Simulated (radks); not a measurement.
Valence configurations of the palladium ion Pd+ (all share [Kr]). All-electron calculation, scalar-relativistic Kohn-Sham, PBEsol, spin-unpolarised, spherical densities, point nucleus. Program: a radial shooting solver on a logarithmic mesh with Libxc functionals. Energies are relative to 4d9; eigenvalues in eV.

valence,E (eV),e(4d),e(5p),e(5s)
4d9,0.000,-14.618,-,-
4d8 5s1,4.544,-17.986,-,-12.481
4d8.5 5p0.5,4.591,-16.999,-7.084,-
4d7 5p2,22.956,-24.186,-9.517,-
4d8 5p1,9.925,-19.389,-7.957,-
4d6 5p3,39.326,-29.009,-10.911,-
4d7.5 5s0.5 5p1,13.176,-21.126,-8.413,-14.101
4d5 5s1 5p3,51.988,-32.768,-11.698,-18.845
4d6 5s1 5p2,32.717,-27.835,-10.343,-16.890
4d7 5s2,11.093,-21.567,-,-13.936

NIST lists [Kr] 4d9 as the ground configuration; this level of theory agrees among the configurations tried. The energies are those of spherical spin-averaged densities, not of single terms.
